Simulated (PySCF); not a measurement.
**Gas-phase XPS of `C[NH][GeH2][NH][GeH3]`, computed**

Species: CH₁₀Ge₂N₂.
Atom-mapped SMILES: `[CH3:1][NH:2][GeH2:3][NH:4][GeH3:5]`

Cartesian coordinates in Å at the PBE0-D3(BJ)/def2-SVP level; atoms count from 1:
```
atom  x, y, z in Å
C1    -2.2421   -1.0326    0.3328
N2    -1.3217   -0.1970    1.0679
Ge3   -0.4623    1.2101    0.2790
N4     0.7343    0.3823   -0.8199
Ge5    1.5713   -1.1929   -0.3802
H6    -2.3098   -2.0387    0.7815
H7    -1.8703   -1.1729   -0.6944
H8    -3.2717   -0.6293    0.2582
H9    -1.5770   -0.0663    2.0408
H10   -1.3405    2.1331   -0.6013
H11    0.1623    2.0031    1.4490
H12    1.0740    0.8704   -1.6409
H13    2.0906   -1.1523    1.0707
H14    2.7576   -1.3382   -1.3562
H15    0.6296   -2.4035   -0.5448
```

Computed, not measured: PySCF 2.14.0, delta-SCF UKS SCAN, pcX-2 on the ionised atom, pcseg-1 elsewhere, spin-free X2C. Vertical ΔSCF values, vacuum level as zero.

Problem. List the computed XPS lines with their assignment.

Solution. 
| atom(s) | bonded to | level | binding energy (eV) | above the level's lowest (eV) | count |
| --- | --- | --- | --- | --- | --- |
| C1 | N and 3 H | C 1s | 291.37 | 0.00 | 1 |
| N4 | H and 2 Ge | N 1s | 403.52 | 0.00 | 1 |
| N2 | C, H and Ge | N 1s | 404.11 | +0.59 | 1 |

Lowest listed N 1s: N4, bonded to H and 2 Ge. Highest, 0.59 eV above it: N2, bonded to C, H and Ge. Summing the Pauling electronegativity differences to the bonded atoms, each weighted by its formal bond order, gives -2.90 for the lowest site and -2.36 for the highest.

Problem. Which photon energy gives electrons from N 1s of N2 (atom 2) a kinetic energy of 20 eV, and what is their de Broglie wavelength?

Solution. hν = 404.11 + 20 = 424.11 eV, recoil neglected; λ = 12.264 Å/√(E/eV) = 2.74 Å.

No level of germanium is listed. The structure is a single PBE0-D3(BJ)/def2-SVP conformer in the gas phase; no vibrational or solvent corrections.

The run took 83 s of wall time on one thread, x86-64 server, no GPU, shared host.
